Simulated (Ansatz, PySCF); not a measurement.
Noncovalent pair: CH5N (SMILES CN) (first 7 atoms) with CH2O2 (SMILES O=CO); geometry from B3LYP-D3(BJ)/def2-TZVP, rigid monomers moved along the line of their centres of mass till N2···H12 is 2.95 Å.
(charge 0, multiplicity 1):
```xyz
12

C      0.1951     0.6462     0.1549
N     -0.5601    -0.4425     0.7931
H      0.9855     0.9585     0.8359
H     -0.4698     1.4936    -0.0117
H      0.6467     0.3639    -0.8006
H      0.0563    -1.2240     0.9904
H     -1.3030    -0.7782     0.1909
O      1.3197    -0.0990     4.7013
C      0.3032     0.2825     5.2328
O     -0.8813     0.3886     4.6580
H      0.2586     0.5924     6.2877
H     -0.8067     0.0830     3.6856
```

Counterpoise-corrected where a basis set is named; no monomer relaxation.

Frozen-core correlation.

Run with Ansatz (Gaussian orbitals); PySCF for the dispersion terms. Values without a source in brackets are computed.

Question: Predict the interaction energy from CCSD(T)/aug-cc-pVDZ.

Answer: -191 meV

Question: Predict the interaction energy from HF/aug-cc-pVDZ.

Answer: -172 meV

Question: What is the computed interaction energy (PBE0-D3(BJ)/def2-TZVPPD)?

Answer: -205 meV

Ansatz is a first-principles code.
